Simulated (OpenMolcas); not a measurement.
**Os6+: moving or changing the point charges**

Os6+ among 6 point charges of -1.7 e arranged as an octahedron (Oh), 2.03 Å from the ion.

```
Program             : OpenMolcas
Method              : SS-CASPT2, IPEA 0.25 Eh, imaginary shift 0.1 Eh (closed shells correlated: 5s 5p)
Basis               : ANO-RCC-VDZP [7s6p4d2f1g]
Scalar Hamiltonian  : DKH2, point nucleus
Active space        : 2 electrons in 5 orbitals (5d)
State averaging     : 2S+1 = 3 even, 10 roots; 2S+1 = 1 even, 15 roots
Spin-orbit coupling : RASSI with atomic mean-field integrals over the reference wave functions
```

Runs around this geometry, states (labels of O, the rotations of Oh). Energies in cm-1 above the lowest state or level, χT in cm3 K/mol; under a threefold ground state the first gap can be a small split of the lowest multiplet, not the spin-orbit step; 10Dq and B are least-squares fits to the states below 45000 cm-1, weighted by degeneracy, with a free offset, and given where the rms deviation is under 5 % of |10Dq| (or 100 cm-1) and under 700 cm-1.

| R (Å) | q (e) | Ground state | First state of that spin | 10Dq | B (rms of fit) | First gap with spin-orbit (degeneracies) | χT at 300 K | First state of another spin |
| --- | --- | --- | --- | --- | --- | --- | --- | --- |
| 2.03 | -0.85 | 3T1 | 3T2 2580 |  |  | 740 (2, 3) | 0.181 | 1T2 11330 |
| 2.03 | -1.7 | 3T1 | 3T2 5520 | 6915 | 834 (263) | 1160 (2, 3) | 0.097 | 1T2 11910 |
| 2.16 | -1.7 | 3T1 | 3T2 4100 | 5233 | 837 (255) | 990 (2, 3) | 0.127 | 1T2 11700 |

Taking |10Dq| as R^-n, n = -ln(5233 / 6915) / ln(2.16 / 2.03) = 4.5 between the shortest and longest distance. The point-charge formula for a cubic d site gives n = 5.

Scaling the charges by -0.85 / -1.7 = 0.50 scales the first state of the same spin by 2580 / 5520 = 0.47; with fixed orbitals a first-order splitting would follow the charge.

Roots that are degenerate in the reference are averaged as groups; the widest CASPT2 spread within a group is 220 cm-1 (the 3-fold group of multiplicity 1 near 21700 cm-1 above the lowest state of its run, R = 2.16, q = -1.7). Shifts and gaps below about the spread of the groups concerned are not significant. Free-ion shares, where given, are those of the reference states; single-state CASPT2 does not remix them. Spin-orbit coupling mixes the spin-free states strongly: the lowest level takes only 62 % from its leading state, 3T1 (figures for R = 2.03, q = -0.85; the like holds for R = 2.03, q = -1.7, R = 2.16, q = -1.7). This field is weak: 10Dq is about 3676 cm-1, while octahedral complexes of 5d ions of charge 3 and more, computed by the same method with explicit ligands, had a median near 35000 cm-1. Ground spin and moment need not be those of a real site (figures for R = 2.03, q = -0.85; the like holds for R = 2.03, q = -1.7, R = 2.16, q = -1.7). This is an electrostatic model: the charges have no orbitals. No measured value stands beside these numbers.
